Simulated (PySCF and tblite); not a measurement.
Results of a calculation; reference values are marked as such.
chloromaleic acid anhydride, C4HClO3, numbered as in [O:1]=[C:2]1[CH:3]=[C:4]([Cl:5])[C:6](=[O:7])[O:8]1.

GFN2-xTB molecular dynamics (tblite; Langevin, friction 0.005 fs⁻¹, 1.5 fs steps, hydrogen mass 4 u): 400 + 8000 steps at each temperature, started from the lowest conformer, nuclei classical.

GIAO shieldings at B3LYP/pcSseg-1 (PySCF) on 11 frames a temperature; like atoms are averaged, and of two unlike H on one atom a is the less shielded at the minimum.

(1) How far do thermal motions move the shieldings from their values at the minimum?

(2) What do the single frames at 500 K give for O8?

Changes within two standard errors are not significant.

The study took 9.9 min on 1 thread of Arm Neoverse V1, on a host shared with other jobs (rough), peak memory 0.73 GiB, launched as `OMP_NUM_THREADS=1 python ens_run.py task.json out`.

Answers

(1) 
| signal | σ at minimum (ppm) | Δσ, 300 K | Δσ, 500 K | Δσ, 800 K |
| --- | --- | --- | --- | --- |
| O1 | -173.4 | -8.1 ± 9.7 | -0.9 ± 9.5 | -4.7 ± 7.9 |
| C2 | 13.2 | -2.5 ± 2.2 | -1.8 ± 2.1 | -1.3 ± 1.3 |
| C3 | 47.2 | 0.6 ± 2.1 | -5.1 ± 2.8 | -2.6 ± 2.7 |
| C4 | 21.2 | -1.6 ± 2.6 | -2.3 ± 3.1 | -3.8 ± 3.1 |
| Cl5 | 706.0 | -8.3 ± 9.2 | -26.5 ± 11.1 | -22.8 ± 12.2 |
| C6 | 14.6 | -3.7 ± 1.5 | 0.6 ± 1.4 | -0.9 ± 3.0 |
| O7 | -150.5 | -16.4 ± 5.1 | 2.9 ± 7.9 | 7.8 ± 13.9 |
| O8 | 25.4 | -4.1 ± 4.6 | -11.2 ± 4.4 | -8.8 ± 7.1 |
| H3 | 25.28 | 0.04 ± 0.17 | -0.30 ± 0.20 | -0.36 ± 0.12 |

Errors are standard errors over frames. Zero-point motion is missing, and a reference compound would move too.

(2) 
| t (fs) | V above the minimum, tight binding (kcal/mol) | E above it, DFT (kcal/mol) | torsions (°) | σ (ppm) |
| --- | --- | --- | --- | --- |
| 1144 | 8.1 | 7.2 | none | 8.6 |
| 2236 | 13.0 | 14.9 | none | 4.3 |
| 3327 | 6.4 | 6.8 | none | 19.2 |
| 4418 | 10.7 | 9.8 | none | 21.5 |
| 5510 | 11.0 | 10.4 | none | -17.7 |
| 6600 | 14.3 | 16.5 | none | 35.4 |
| 7690 | 7.5 | 9.2 | none | 27.0 |
| 8782 | 16.4 | 18.5 | none | 7.9 |
| 9873 | 5.9 | 6.6 | none | 8.3 |
| 10964 | 12.9 | 16.6 | none | 14.9 |
| 12056 | 9.0 | 10.9 | none | 27.8 |
